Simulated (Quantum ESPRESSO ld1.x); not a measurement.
The numbers below are computed, except where a source is named.
Question: Radial electron density D(r) = 4 pi r^2 rho(r) of an atom or ion with 53.75 electrons. Level of theory: Dirac Kohn-Sham, LDA (Slater exchange, Perdew-Zunger correlation), spin-unpolarised, spherical densities, point nucleus (ld1.x of Quantum ESPRESSO 7.5).

| r (bohr) | D(r) (e/bohr) |
|---|---|
| 0.002461 | 10.05 |
| 0.003256 | 15.38 |
| 0.004308 | 22.88 |
| 0.005746 | 33.11 |
| 0.007602 | 45.14 |
| 0.01006 | 57.74 |
| 0.01342 | 68.34 |
| 0.01775 | 72.90 |
| 0.02349 | 70.41 |
| 0.03133 | 64.69 |
| 0.04145 | 65.37 |
| 0.05484 | 77.67 |
| 0.07314 | 91.89 |
| 0.09678 | 88.54 |
| 0.1281 | 71.72 |
| 0.1708 | 69.41 |
| 0.226 | 79.24 |
| 0.299 | 63.90 |
| 0.3988 | 33.04 |
| 0.5276 | 28.11 |
| 0.6981 | 30.75 |
| 0.9312 | 19.00 |
| 1.232 | 9.050 |
| 1.63 | 6.260 |
| 2.174 | 3.966 |
| 2.877 | 1.478 |
| 3.806 | 0.2794 |
| 5.077 | 0.02122 |
| 6.717 | 0.0006004 |

What is the nuclear charge?

Answer: Z = 55. The innermost maximum, from 1s, lies near gamma/Z bohr with gamma = sqrt(1 - (Z/c)^2) = 0.916, here 0.0167 bohr (found: 0.0183), and its height grows with Z. The density is that of the caesium ion Cs1.25+ in [Kr] 4d10 5s1.75 5p6; the configuration itself is not fixed sharply by these data, and Z only to a few units. D(r) has 4 maxima, at r = 0.0183, 0.0805, 0.230, 0.650 bohr, and minima at 0.0356, 0.151, 0.476 bohr, inside which lie 2.02, 11.19, 28.94 electrons.
